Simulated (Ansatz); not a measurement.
Consider the formal exchange of groups at the Se–Si bond: `[SiH3]N[SiH2][SeH]` + `[F][GaH][SH]` → `[F][Ga]([SH])[SeH]` + `[SiH3]N[SiH3]`.

Calculated with Ansatz (gas phase, PBE0-D4/def2-TZVP geometries, no zero-point term in ΔE). CCSD(T)/CBS is the MP2 limit (def2-TZVPP, def2-QZVPP) plus CCSD(T) − MP2 in def2-TZVPP, frozen cores. This one scheme is used for every species. Functionals use def2-TZVPP. B3LYP here is the variant with VWN-RPA as its local correlation; programs differ in this. For Ga, Se outer-core shells are correlated without core-valence functions, which leaves a few kJ/mol of doubt a bond. Scalar relativity is left out up to krypton. One conformer a species, not always the lowest.

```tsv
level	ΔE (kcal/mol)	difference from CCSD(T)/CBS
r2SCAN-D4	-6.1	0.5
B3LYP-D4	-6.8	-0.2
ωB97X-V	-6.2	0.4
ωB97M-V	-5.8	0.8
PBE	-6.1	0.5
r2SCAN	-6.3	0.3
PBE0	-6.5	0.1
HF/def2-TZVPP	-9.2	-2.6
MP2/def2-TZVPP	-7.3	-0.7
SCS-MP2/def2-TZVPP	-7.8	-1.2
CCSD(T)/def2-TZVPP	-7.5	-0.9
HF/def2-QZVPP	-8.8	-2.2
MP2/def2-QZVPP	-6.7	-0.1
SCS-MP2/def2-QZVPP	-7.1	-0.5
HF/CBS(def2)	-8.8	-2.2
MP2/CBS(def2)	-6.4	0.2
CCSD(T)/CBS	-6.6	0
```

Largest T1 diagnostic among the species: 0.014.

In def2-TZVPP, CCSD(T) changes the Hartree–Fock value by +1.6 kcal/mol (the triples alone add +0.2 kcal/mol) and MP2 by +1.8 kcal/mol. The D4 term adds +0.9 kcal/mol with B3LYP and +0.5 kcal/mol with PBE0; it sums over pairs of atoms, weighted by their polarisabilities, and B3LYP, whose exchange is more repulsive, gets the larger term.
